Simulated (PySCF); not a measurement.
## input.py for LiSn⁺

Input:

```python
from pyscf import gto, dft

mol = gto.M(
    atom='Li 0 0 0; Sn 0 0 2.598',
    basis='lanl2dz',
    ecp={'Sn': 'lanl2dz'},
    charge=1,
    spin=0,
    symmetry=True,
    verbose=4,
)
mf = dft.UKS(mol, xc='olyp')
mf.kernel()
mf.mulliken_pop()
mf.dip_moment()
print('orbital energies (hartree):', [e[max(0, n-3):n+3].round(4) for e, n in zip(mf.mo_energy, mol.nelec)])
```

```bash
$ OMP_NUM_THREADS=1 python input.py
```

It prints (some set-up lines and the per-cycle HOMO/LUMO lines with their warnings removed):

```
PySCF version 2.14.0

[INPUT] verbose = 4
[INPUT] num. atoms = 2
[INPUT] num. electrons = 6
[INPUT] charge = 1
[INPUT] spin (= nelec alpha-beta = 2S) = 0
[INPUT] symmetry True subgroup None
[INPUT] Mole.unit = angstrom
[INPUT] Symbol           X                Y                Z      unit          X                Y                Z       unit  Magmom
[INPUT]  1 Li     0.000000000000   0.000000000000   0.000000000000 AA    0.000000000000   0.000000000000   0.000000000000 Bohr   0.0
[INPUT]  2 Sn     0.000000000000   0.000000000000   2.598000000000 AA    0.000000000000   0.000000000000   4.909508471620 Bohr   0.0

nuclear repulsion = 2.44423654004619
point group symmetry = Coov
symmetry origin: [0.         0.         4.63161177]
symmetry axis x: [1. 0. 0.]
symmetry axis y: [0. 1. 0.]
symmetry axis z: [0. 0. 1.]
num. orbitals of irrep A1 = 9
num. orbitals of irrep E1x = 4
num. orbitals of irrep E1y = 4
number of shells = 9
number of NR pGTOs = 34
number of NR cGTOs = 17
basis = lanl2dz
ecp = {'Sn': 'lanl2dz'}

******** <class 'pyscf.dft.uks_symm.SymAdaptedUKS'> ********
method = SymAdaptedUKS
initial guess = minao
damping factor = 0
level_shift factor = 0
DIIS = <class 'pyscf.scf.diis.CDIIS'>
diis_start_cycle = 1
diis_space = 8
diis_damp = 0
SCF conv_tol = 1e-09
SCF conv_tol_grad = None
SCF max_cycles = 50
direct_scf = True
direct_scf_tol = 1e-13
number electrons alpha = 3  beta = 3
XC library pyscf.dft.libxc version 7.0.0
    S. Lehtola, C. Steigemann, M. J.T. Oliveira, and M. A.L. Marques.,  SoftwareX 7, 1–5 (2018)
XC functionals = olyp
    N. C. Handy and A. J. Cohen.,  Mol. Phys. 99, 403 (2001)
    C. Lee, W. Yang, and R. G. Parr.,  Phys. Rev. B 37, 785 (1988)
    B. Miehlich, A. Savin, H. Stoll, and H. Preuss.,  Chem. Phys. Lett. 157, 200 (1989)
radial grids:
    Treutler-Ahlrichs [JCP 102, 346 (1995); DOI:10.1063/1.469408] (M4) radial grids

becke partition: Becke, JCP 88, 2547 (1988); DOI:10.1063/1.454033
pruning grids: <function nwchem_prune>
grids dens level: 3
symmetrized grids: True
atomic radii adjust function: <function treutler_atomic_radii_adjust>
small_rho_cutoff = 0
Freeze 0 electrons in irreps []
    6 free electrons in irreps A1 E1x E1y
Set gradient conv threshold to 3.16228e-05
tot grids = 35680
init E= -3.94225693123744
cycle= 1 E= -10.3555971104089  delta_E= -6.41  |g|= 0.288  |ddm|= 1.79
cycle= 2 E= -10.5650752186602  delta_E= -0.209  |g|= 0.143  |ddm|= 1.26
cycle= 3 E= -10.6135165171861  delta_E= -0.0484  |g|= 0.014  |ddm|= 0.64
cycle= 4 E= -10.6138267748292  delta_E= -0.00031  |g|= 0.00322  |ddm|= 0.0562
cycle= 5 E= -10.6138505115118  delta_E= -2.37e-05  |g|= 0.000232  |ddm|= 0.0204
cycle= 6 E= -10.6138506286006  delta_E= -1.17e-07  |g|= 2.8e-05  |ddm|= 0.00182
cycle= 7 E= -10.6138506306928  delta_E= -2.09e-09  |g|= 8.72e-07  |ddm|= 0.000166
cycle= 8 E= -10.6138506306953  delta_E= -2.47e-12  |g|= 5.12e-08  |ddm|= 4.58e-06
Extra cycle  E= -10.6138506306953  delta_E= -7.11e-15  |g|= 3.24e-08  |ddm|= 3.92e-07
converged SCF energy = -10.6138506306953  <S^2> = 1.3322676e-15  2S+1 = 1
 ** Mulliken pop       alpha | beta **
pop of  0 Li 1s        0.99855 | 0.99855
pop of  0 Li 2s        0.20202 | 0.20202
pop of  0 Li 3s       -0.01604 | -0.01604
pop of  0 Li 2px       0.00000 | 0.00000
pop of  0 Li 2py       0.00000 | 0.00000
pop of  0 Li 2pz       0.09603 | 0.09603
pop of  0 Li 3px       0.00000 | 0.00000
pop of  0 Li 3py       0.00000 | 0.00000
pop of  0 Li 3pz      -0.01423 | -0.01423
pop of  1 Sn 5s        0.25094 | 0.25094
pop of  1 Sn 6s        0.78119 | 0.78119
pop of  1 Sn 5px       0.00000 | 0.00000
pop of  1 Sn 5py       0.00000 | 0.00000
pop of  1 Sn 5pz       0.47845 | 0.47845
pop of  1 Sn 6px       0.00000 | 0.00000
pop of  1 Sn 6py       0.00000 | 0.00000
pop of  1 Sn 6pz       0.22308 | 0.22308
In total             3.00000 | 3.00000
 ** Mulliken atomic charges   ( Nelec_alpha | Nelec_beta ) **
charge of  0Li =      0.46732  (     1.26634      1.26634 )
charge of  1Sn =      0.53268  (     1.73366      1.73366 )

WARN: System has nonzero charge 1; the dipole moment is origin-dependent.
Location of origin: [0. 0. 0.]

Dipole moment(X, Y, Z, Debye):  0.00000,  0.00000,  4.36137
orbital energies (hartree): [array([-2.0963, -0.5753, -0.3347, -0.323 , -0.323 , -0.2198]), array([-2.0963, -0.5753, -0.3347, -0.323 , -0.323 , -0.2198])]
```

In short: E(SCF) = -10.613851 Eh, 8 cycles.

Run time: 1.2 s on 1 thread of Intel Xeon Platinum 8488C (shared host), peak memory 0.14 GiB.

At this level a UKS run with spin=2 ends 0.13 eV lower; the true order of the states can differ. The bond length is a typed value, not an optimised one. The dipole of an ion depends on the origin. No search for the lowest solution was made.
